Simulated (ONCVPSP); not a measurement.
## u(r) = r·R(r): atom against pseudo-atom (O (Z = 8))

Columns: radius, all-electron u(r) and pseudo u(r) of the 2s shell (level -23.71 eV) of oxygen in the configuration [He] 2s2 2p4; LDA (Perdew-Wang 92), non-relativistic, ONCV scheme, ONCVPSP 4.0.1.

```
r (bohr)  all-electron  pseudo
   0.093       -0.4193  0.1088
   0.185       -0.2911  0.2232
   0.278        0.0012  0.3432
   0.370        0.2978  0.4676
   0.463        0.5477  0.5980
   0.555        0.7309  0.7172
   0.648        0.8542  0.8232
   0.740        0.9246  0.9109
   0.833        0.9545  0.9542
   0.925        0.9537  0.9537
   1.018        0.9308  0.9308
   1.110        0.8933  0.8933
   1.203        0.8458  0.8458
   1.295        0.7932  0.7932
   1.388        0.7373  0.7374
   1.480        0.6816  0.6817
   1.573        0.6262  0.6263
   1.665        0.5734  0.5735
   1.758        0.5226  0.5227
   1.850        0.4753  0.4754
   1.943        0.4308  0.4309
   2.035        0.3899  0.3900
   2.128        0.3519  0.3520
   2.220        0.3173  0.3174
   2.313        0.2854  0.2855
   2.405        0.2567  0.2568
```

Problem. How many radial nodes do the two functions have?

Solution. The all-electron 2s function has n − l − 1 = 1; the pseudo-wave has 0, since the states of the same l below it are removed with the core.

Problem. At about which radius was the pseudo-wave matched?

Solution. 0.85 bohr, where the columns begin to agree (steps of 0.09 bohr).

Problem. Where does each function peak?

Solution. Outermost all-electron maximum near 0.83 bohr, pseudo maximum near 0.83 bohr (to the table’s step).

Problem. Is the pseudo-wave norm-conserving?

Solution. Yes: the ONCV scheme keeps the norm inside the radius equal to the all-electron one, which fixes the energy derivative of the logarithmic derivative at the level.
